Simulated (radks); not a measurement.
Hg2+, configuration [Xe] 4f14 5d10. Method: Dirac Kohn-Sham, PBEsol, spin-unpolarised, spherical densities, finite nucleus; Fermi nuclear charge, rms radius 5.4648 fm; computed with a radial shooting solver on a logarithmic mesh with Libxc functionals. Some entries of the table are withheld. Estimate them.

| orbital | occ. | eigenvalue (eV) | <r^2> (bohr^2) |
|---|---|---|---|
| 1s1/2 | 2 | -82986.50 | 0.0003812 |
| 2s1/2 | 2 | -14713.00 | 0.005744 |
| 2p1/2 | 2 | (1) | 0.004055 |
| 2p3/2 | 4 | (2) | 0.005241 |
| 3s1/2 | 2 | -3505.508 | 0.03728 |
| 3p1/2 | 2 | (3) | 0.03393 |
| 3p3/2 | 4 | (4) | 0.04033 |
| 3d3/2 | 4 | -2363.152 | 0.03087 |
| 3d5/2 | 6 | -2270.743 | 0.03261 |
| 4s1/2 | 2 | -785.2566 | 0.1801 |
| 4p1/2 | 2 | -670.6105 | 0.1833 |
| 4p3/2 | 4 | -566.4207 | 0.2156 |
| 4d3/2 | 4 | -378.5063 | 0.2265 |
| 4d5/2 | 6 | -359.0779 | 0.2379 |
| 5s1/2 | 2 | -137.0567 | 0.9144 |
| 4f5/2 | 6 | -117.1801 | 0.2774 |
| 4f7/2 | 8 | -112.9864 | 0.2853 |
| 5p1/2 | 2 | -99.1798 | 1.068 |
| 5p3/2 | 4 | -80.8693 | 1.292 |
| 5d3/2 | 4 | -29.9779 | 2.327 |
| 5d5/2 | 6 | -28.0495 | 2.509 |

Answer. 
(1) 2p1/2 eigenvalue (eV): -14123.11
(2) 2p3/2 eigenvalue (eV): -12176.59
(3) 3p1/2 eigenvalue (eV): -3238.521
(4) 3p3/2 eigenvalue (eV): -2807.427
